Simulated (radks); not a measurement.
The numbers below are computed, except where a source is named.
Sr2+, 36 electrons, occupied as [Kr].

Level of theory: Dirac Kohn-Sham, PBE, spin-unpolarised, spherical densities, finite nucleus; Fermi nuclear charge, rms radius 4.224 fm (a radial shooting solver on a logarithmic mesh with Libxc functionals).

Energy parts (hartree):
| part | energy |
|---|---|
| total | -3179.14522 |
| kinetic | 3274.76490 |
| electron-nucleus | -7653.26727 |
| Hartree | 1304.13233 |
| exchange-correlation | -104.77518 |

Orbitals (lengths in bohr, moments of r in powers of bohr):
orbital  occ.  eigenvalue (hartree)       <r^4>  small-component weight
1s1/2       2             -585.9585  0.00001103                1.91e-02
2s1/2       2             -79.77760    0.002120                3.84e-03
2p1/2       2             -72.64812    0.001435                3.83e-03
2p3/2       4             -70.13415    0.001574                3.73e-03
3s1/2       2             -12.77642      0.1212                9.68e-04
3p1/2       2             -10.18726      0.1325                9.15e-04
3p3/2       4              -9.80181      0.1437                8.87e-04
3d3/2       4              -5.25847      0.1841                7.71e-04
3d5/2       6              -5.19119      0.1893                7.63e-04
4s1/2       2              -2.01038       6.622                1.83e-04
4p1/2       2              -1.37115       11.57                1.45e-04
4p3/2       4              -1.32770       12.54                1.40e-04

The highest occupied level is 4p3/2 at -36.129 eV. The density falls to 0.001 e/bohr^3 at r = 3.34 bohr.
